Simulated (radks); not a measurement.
Values are calculated unless marked as measured or tabulated.
Q: These are the eigenvalues of the occupied orbitals of an atom or ion with whole-number occupations (hartree). Code: a radial shooting solver on a logarithmic mesh with Libxc functionals. Model: scalar-relativistic Kohn-Sham, Slater X-alpha with alpha = 0.667, spin-polarised, spherical densities, finite nucleus; Fermi nuclear charge, rms radius of each element as measured or else 0.836 A^(1/3) + 0.57 fm.

1s up: -76.60242
1s down: -76.59217
2s up: -6.68444
2s down: -6.67151
2p up: -4.89912
2p down: -4.88311
3s up: -0.84743
3s down: -0.74694
3p up: -0.51720

Which element is it, and in what charge state? The configuration may be excited. Open shells, if any, are filled with parallel spins first.

A: Z = 15, phosphorus, charge +1: P+ in [Ne] 3s2 3p2. The list shows which subshells hold electrons but not how many an open one holds; the 1s level, -76.602 hartree, gives Z - s = 12.4 by -(Z - s)^2/2, which with screening and relativity narrows Z to a few neighbours, and the depths of the outer levels then fix element, charge and occupations together.
